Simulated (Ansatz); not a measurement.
One geometry of Na8P⁻, several levels of theory.

```yaml
crystal:
  periodic: [false, false, false]
  atoms:
    - {symbol: P, position_ang: [0.459313, 1.006151, -0.103478]}
    - {symbol: Na, position_ang: [-1.156216, 3.050248, 0.381694]}
    - {symbol: Na, position_ang: [1.486610, -1.081605, -1.462423]}
    - {symbol: Na, position_ang: [0.057479, -1.078964, 1.551931]}
    - {symbol: Na, position_ang: [-1.432944, -3.981641, -1.123328]}
    - {symbol: Na, position_ang: [2.878313, 0.999521, 0.979195]}
    - {symbol: Na, position_ang: [-4.539455, 3.067873, -0.491518]}
    - {symbol: Na, position_ang: [4.163506, -2.187948, 1.409112]}
    - {symbol: Na, position_ang: [-1.916607, 0.206354, -1.141185]}
basis:
  gaussian: {orbitals: def2-SVPD, initial_orbitals: start.molden}
total_charge: -1
correlation: {method: ccsd_t}
scf: {omitted_lower_state_checks: [starts]}
output: {orbitals: {seedname: orbitals}}
```

The file start.molden holds the orbitals of an earlier run on this structure, at another level or in another basis.

```sh
$ ansatz run in.yaml --threads 4 --pin off --events-out ev --progress --plain --max-ram 4787MiB
```

Output, abridged:

```
Functional definition: HF
1487 factors; integrals over basis functions are off by at most 5.7e-4 eV
mean field evaluation 1: about -44491.7708 eV, gradient 1.6e1 eV
mean field evaluation 2: about -44492.4893 eV, gradient 7.5e-1 eV
mean field evaluation 4: about -44493.0132 eV, gradient 4.2e-2 eV
mean field evaluation 8: about -44493.0142 eV, gradient 3.2e-6 eV
mean field evaluation 16: about -44486.8792 eV, gradient 1.0e1 eV
mean field evaluation 32: about -44489.8320 eV, gradient 2.4e0 eV
mean field evaluation 64: about -44490.1997 eV, gradient 1.8e-1 eV
mean field evaluation 96: about -44488.8781 eV, gradient 8.5e0 eV
mean field -44493.01417356 eV, -1635.0881124302 hartree, gradient 2.7e-6 eV, S^2 0.000000; 1 other end points of the search recorded, 0 dependent functions left out; unrestricted orbitals would lower it
determinant -44493.01417356 eV, -1635.0881124302 hartree, with singles and doubles -44500.82608399 eV, -1635.3751948433 hartree
determinant -44490.21299250 eV, -1634.9851709247 hartree, with singles and doubles -44498.46962061 eV, -1635.2885964113 hartree
13 core orbitals not correlated: weight in the atoms' cores, before any rotation towards them, 1.000 or more for the frozen orbitals, at most 0.000 for the correlated occupied ones
reference -44493.01417356 eV, -1635.0881124302 hartree; 39, 39 occupied and 116, 116 virtual orbitals, 1487 factors
second order -6.94972434 eV of doubles, -0.00000000 eV of singles
cycle   1  -7.72659762 eV  change   -2.9e-1 eV  update   4.1e-2
cycle   2  -7.75171165 eV  change   -2.5e-2 eV  update   1.1e-2
cycle   3  -7.75194116 eV  change   -2.3e-4 eV  update   5.8e-3
cycle   4  -7.75378014 eV  change   -1.8e-3 eV  update   2.4e-3
cycle   5  -7.75409910 eV  change   -3.2e-4 eV  update   1.4e-3
cycle   6  -7.75410803 eV  change   -8.9e-6 eV  update   6.6e-4
cycle   7  -7.75405431 eV  change    5.4e-5 eV  update   3.1e-4
cycle   8  -7.75412502 eV  change   -7.1e-5 eV  update   1.7e-4
cycle   9  -7.75413947 eV  change   -1.4e-5 eV  update   8.3e-5
perturbative correction -0.53094274 eV, -0.0195117858 hartree
Total energy: -44501.29925577 eV, -1635.3925835855 hartree
Checks for a lower state left out: starts
```

It took 4.3 min on 4 threads of Arm Neoverse V1 on a shared host, peak host memory 2.7 GiB.

The first input with `gaussian: {orbitals: def2-TZVPD, initial_orbitals: start.molden}`, `hamiltonian: {xc: pbe0, dispersion: d4}` and without the key `correlation` (abridged; 31 s):

```
Functional definition: PBE0
mean field -44596.72074415 eV, -1638.8992586044 hartree, gradient 2.3e-5 eV, S^2 0.000000
Total energy: -44597.05161324 eV, -1638.9114178192 hartree
Checks for a lower state left out: starts
```

The first input with `gaussian: {orbitals: def2-TZVPD, initial_orbitals: start.molden}`, `hamiltonian: {xc: {name: B97M-V}}` and without the key `correlation` (abridged; 47 s):

```
Functional definition: B97M-V
mean field -44611.36810295 eV, -1639.4375391122 hartree, gradient 4.8e-5 eV, S^2 0.000000
Total energy: -44611.36819465 eV, -1639.4375424819 hartree
Checks for a lower state left out: starts
```

First input, but with `gaussian: {orbitals: def2-TZVPD, initial_orbitals: start.molden}`, `hamiltonian: {xc: lda}` and without the key `correlation` (abridged; 6.5 s):

```
Functional definition: SPW92
mean field -44404.62979229 eV, -1631.8400463275 hartree, gradient 3.5e-5 eV, S^2 0.000000
Total energy: -44404.62985832 eV, -1631.8400487541 hartree
Checks for a lower state left out: starts
```

First input, but with `gaussian: {orbitals: def2-TZVPD, initial_orbitals: start.molden}`, `hamiltonian: {xc: r2scan, dispersion: d4}` and without the key `correlation` (abridged; 29 s):

```
Functional definition: r2SCAN
mean field -44614.70235313 eV, -1639.5600705460 hartree, gradient 2.7e-5 eV, S^2 0.000000
Total energy: -44614.78314489 eV, -1639.5630395885 hartree
Checks for a lower state left out: starts
```

As the first input, with `gaussian: {orbitals: def2-TZVPD, initial_orbitals: start.molden}`, `hamiltonian: {xc: pbe, dispersion: d4}`, `output: {forces: true, orbitals: {seedname: orbitals}}` and without the key `correlation` (abridged; 14 s):

```
Functional definition: PBE
mean field -44593.09200612 eV, -1638.7659049416 hartree, gradient 1.9e-5 eV, S^2 0.000000
Total energy: -44593.45962980 eV, -1638.7794148627 hartree
Atom 0 force     0.019476     0.045461    -0.009949 eV/Å
Atom 1 force    -0.050669     0.039064     0.002096 eV/Å
Atom 2 force     0.012195    -0.032689     0.001875 eV/Å
Atom 3 force     0.005016    -0.038979     0.007456 eV/Å
Atom 4 force     0.001552     0.017047     0.003921 eV/Å
Atom 5 force     0.042652    -0.028380     0.019060 eV/Å
Atom 6 force     0.039413    -0.015566     0.000785 eV/Å
Atom 7 force    -0.027306     0.031628    -0.015002 eV/Å
Atom 8 force    -0.042329    -0.017587    -0.010242 eV/Å
Dipole moment:     0.525420     0.537752     0.244191 e Å
Checks for a lower state left out: starts
```

The first input with `gaussian: {orbitals: def2-TZVPD, initial_orbitals: start.molden}`, `hamiltonian: {xc: {name: LC-wPBE}}` and without the key `correlation` (abridged; 17 s):

```
Functional definition: LC-wPBE
mean field -44603.81784777 eV, -1639.1600723519 hartree, gradient 6.5e-6 eV, S^2 0.000000
Total energy: -44603.81784777 eV, -1639.1600723521 hartree
Checks for a lower state left out: starts
```

Geometry: PBE0-D4/def2-SVPD.

LC-ωPBE has ω = 0.4 bohr⁻¹. Correlated methods freeze 13 core orbitals; core or outer-core shells of Na are correlated, in sets that lack core-valence functions. At CCSD(T)/def2-SVPD the restricted singlet (for correlated methods, its reference) is unstable: a solution with broken spin symmetry lies lower. The restricted singlet is unstable towards broken spin symmetry in Hartree–Fock (as tested in another run); at PBE0-D4/def2-TZVPD, B97M-V/def2-TZVPD, LDA (SPW92)/def2-TZVPD, r2SCAN-D4/def2-TZVPD and others this wasn't settled. Another isomer (singlet) lies 0.12 eV lower at PBE0-D4/def2-TZVPD; other spin states weren't run for this one.
